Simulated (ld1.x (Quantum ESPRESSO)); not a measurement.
# What one change does to a pseudopotential (Cl (Z = 17), TM)

| Quantity | Value |
| --- | --- |
| Element | chlorine |
| Generator | ld1.x (Quantum ESPRESSO) 7.5 |
| Type | norm-conserving Troullier–Martins (Kleinman–Bylander form) |
| Functional | Wu–Cohen |
| Relativity | fully relativistic |
| Frozen core | [Ne] |
| Valence charge | 7 |
| Reference configuration | 3s2 3p5 |
| Partial waves | 3s (bound): rc 1.05 bohr; 3p (bound): rc 1.30 bohr; 3d channel at 0.1 Ry: rc 1.35 bohr |
| Local potential | the d channel |
| Core correction | Bessel-smoothed model core inside 0.85 bohr |

Open shells are filled in proportion to 2j + 1 (rel_dist='average').

All-electron outer shells of the reference configuration (Wu–Cohen, scalar-relativistic, ld1.x):

```csv
shell,level (eV),outermost node (bohr),outermost maximum (bohr)
2s,-252.36,0.12,0.36
2p,-191.62,–,0.30
3s,-20.63,0.55,1.27
3p,-8.57,0.53,1.43
```

Change: reference 3s2 3p3.

Cutoffs: the cutoffs (Ry, on a coarse ladder) from which the occupation-weighted sum of valence levels, in a spherical-Bessel basis at the reference potential, stays within 10 and 1 mRy of its value at 400 Ry; they do not see the model core or the augmentation charge, which bear on the density cutoff. Errors are all-electron minus pseudo energies relative to the spin-unpolarised reference configuration.

Problem. What does the change do?

Solution. The potential gets neither clearly harder nor softer (70 Ry and 160 Ry → 70 Ry and 160 Ry); the range in which the s phases agree narrows (upper end 0.7 → -1.2); neither file shows a bound ghost.

```tsv
quantity	base	changed
cutoff, loose	70 Ry	70 Ry
cutoff, tight	160 Ry	160 Ry
bound ghosts	none	none
largest error over its own tests, meV	+150	+164
s: phases at 1.51 bohr within 0.05 rad from the reference energy up to (Ry; the scan ends near 5)	0.7	-1.2
p1/2: phases at 1.51 bohr within 0.05 rad from the reference energy up to (Ry; the scan ends near 5)	to the end of the scan	4.3
p3/2: phases at 1.51 bohr within 0.05 rad from the reference energy up to (Ry; the scan ends near 5)	to the end of the scan	4.3
d3/2: phases at 1.51 bohr within 0.05 rad from the reference energy up to (Ry; the scan ends near 5)	to the end of the scan	to the end of the scan
d5/2: phases at 1.51 bohr within 0.05 rad from the reference energy up to (Ry; the scan ends near 5)	to the end of the scan	to the end of the scan
```
